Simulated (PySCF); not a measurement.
**Two probes of the same atoms: core binding energy and nuclear shielding**

Compound: C5H11NOSi2.
Structure used (PBE0-D3(BJ)/def2-SVP), in Å, numbered top down from 1:
```xyz
20
C5H11NOSi2 angstrom
N     -0.051    1.582   -2.685
C      0.518    1.314   -1.713
C      1.170    0.944   -0.466
C      1.087   -0.536   -0.020
C      0.869   -0.058    1.424
C      0.493    1.345    0.881
Si    -1.358    1.688    0.797
O     -2.088    0.472   -0.060
Si    -2.951    0.115   -1.439
H      2.214    1.294   -0.503
H      1.963   -1.164   -0.238
H      0.187   -1.014   -0.429
H      1.805   -0.034    2.002
H      0.113   -0.597    2.015
H      0.971    2.200    1.390
H     -1.887    1.691    2.194
H     -1.613    3.010    0.150
H     -2.151   -0.811   -2.289
H     -4.214   -0.568   -1.031
H     -3.283    1.362   -2.186
```

Binding energies: delta-SCF UKS SCAN, pcX-2 on the ionised atom, pcseg-1 elsewhere, spin-free X2C in PySCF 2.14.0. Shieldings: GIAO PBE0/pcSseg-1, non-relativistic, same geometry.

| atom | isotropic shielding (ppm) |
| --- | --- |
| C2 | 56.6 |
| C3 | 160.8 |
| C4 | 156.2 |
| C5 | 161.7 |
| C6 | 158.2 |

Problem. What are the C 1s binding energies of these atoms?

Solution. 
```csv
atom,environment,C 1s (eV),isotropic shielding (ppm)
C6,sp3 carbon bound to silicon,290.56,158.2
C5,four-membered-ring carbon,290.96,161.7
C4,four-membered-ring carbon,291.03,156.2
C3,sp3 carbon next to a nitrile,291.98,160.8
C2,nitrile carbon,292.02,56.6
```

By binding energy: C6 < C5 < C4 < C3 ≈ C2. By shielding: C2 < C4 < C6 < C3 < C5.

Geometry: PBE0-D3(BJ)/def2-SVP, one conformer, isolated molecule.
